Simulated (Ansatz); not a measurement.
A made-up structure of BSiH₃O₂, closed shell:

```csv
atom,x (Å),y (Å),z (Å)
O1,-2.0913,0.5420,-0.5837
B2,-0.9858,0.0847,-0.0576
Si3,0.8325,0.3544,0.5566
O4,1.9434,-0.5959,-0.2542
H5,-2.8408,-0.0627,-0.6156
H6,-0.9561,-1.0422,-0.2854
H7,2.3509,-0.1590,-1.0029
```

It is relaxed with PBE-D4/def2-SVP and then PBE0-D4/def2-TZVP (Ansatz 0.2.0). Atoms count as bonded within 1.22 times the sum of their covalent radii (H–H: 0.88 Å). The end point is not checked to be a true minimum.

Problem. Does its bonding change? (A judgement: the text doesn't fix the answer.)

Solution. Computed: No: no bond forms or breaks.

Where it ends: The first stage lowers the energy by 1.63 eV in 37 steps. It ends as BSiH₃O₂ ([OH][BH][Si][OH]):
O1  (-2.018, 0.514, -0.119)
B2  (-0.807, -0.055, -0.303)
Si3  (0.903, 0.780, 0.607)
O4  (1.999, -0.235, -0.123)
H5  (-2.741, 0.072, -0.576)
H6  (-0.735, -1.047, -1.008)
H7  (1.652, -0.907, -0.720)
(Å)

Labels in which every atom is bracketed show which atoms are joined, not bond orders.

For scale, one of the runs: PBE0-D4/def2-TZVP relaxation, 148 basis functions, launched by `ansatz run in.yaml --threads 2 --pin off --events-out ev --progress --plain --max-ram 4352MiB`. Hardware: 2 CPU threads of an Intel Xeon Platinum 8559C, shared host. Wall time about 14 s.
